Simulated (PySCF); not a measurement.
C5H5F, SMILES C#C[C@H](F)C=C. Geometry: PBE0-D3(BJ)/def2-SVP. The structure was generated by enumeration; whether it is a known compound was not checked. Other conformers were not sampled.

Computed equilibrium geometry at PBE0-D3(BJ)/def2-SVP (PySCF confirms it by a frequency run) as a Z-matrix (one conformer of several):
```
C
F 1 1.3734
H 1 1.1077 2 107.23
C 1 1.4659 3 108.04 2 -118.89
C 4 1.2096 3 149.09 1 178.11
H 5 1.0747 3 160.66 1 179.02
C 1 1.5039 3 109.03 2 119.94
C 7 1.3297 1 123.37 3 -118.47
H 8 1.0923 7 121.04 1 179.77
H 8 1.0925 9 118.13 7 -179.95
H 7 1.0950 8 121.65 9 -0.25
```
